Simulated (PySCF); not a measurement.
## Excitation energy of Nb by level of theory

Nb [Kr] 4d4 5s1 (6D) → Nb [Kr] 4d4 5p1 (high-spin determinant), as a difference of total energies. All numbers are calculated (PySCF 2.14, a scalar-relativistic core potential, in def2-QZVPPD with the def2 core potential (28 electrons) (7s5p4d3f2g, 81 functions)). Correlated levels: valence: 4s2 4p6 frozen. The calculations carry no spin-orbit coupling.

| method | excitation energy (eV) |
| --- | --- |
| UHF | 2.699 |
| MP2 (valence) | 2.906 |
| SCS-MP2 (valence) | 2.768 |
| CCSD (valence) | 2.850 |
| CCSD(T) (valence) | 2.825 |

Problem. How much does correlation contribute at CCSD(T) (valence)?

Solution. 2.825 − (2.699) = 0.126 eV, measured against UHF.

The determinant of the upper state mixes LS terms, which raises its energy above the lowest term, most at the Hartree-Fock and MP2 levels.
